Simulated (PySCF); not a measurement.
Correlation energy of Rh²⁸⁺ (rhodium, charge +28)

[Ne] 3s2 3p5, 2P determinant. Computed with PySCF 2.14 in an even-tempered Gaussian basis (18 s from 3.6 bohr⁻², ratio 2.5; 12 p from 4.7 bohr⁻², ratio 2.5; 5 d from 23 bohr⁻², ratio 2.7; 4 f from 34 bohr⁻², ratio 2.7), with the spin-free X2C one-electron Hamiltonian (Gaussian nucleus). Frozen: 1s2; 15 electrons correlated; the 21 highest virtual orbitals of each spin left out.

MP2 pair energies summed by pair of shells (mhartree):

| pair | energy | share (%) |
| --- | --- | --- |
| 2p-2p | -188.24 | 31.9 |
| 3p-3p | -122.95 | 20.9 |
| 2p-3p | -98.32 | 16.7 |
| 3s-3p | -56.78 | 9.6 |
| 2s-2p | -55.12 | 9.3 |
| 2p-3s | -24.11 | 4.1 |
| 2s-3p | -18.42 | 3.1 |
| 2s-2s | -10.52 | 1.8 |
| 3s-3s | -8.89 | 1.5 |
| 2s-3s | -6.22 | 1.1 |

Total MP2 correlation energy: -589.58 mhartree.

At this charge the one-electron X2C treatment keeps the bare 1/r₁₂, with no two-electron picture change or Breit term. The effect here is smaller than on the frozen 1s shell; and a scalar Hamiltonian misses the large spin-orbit splitting of the p shells, which matters for ns² → np² pairs.
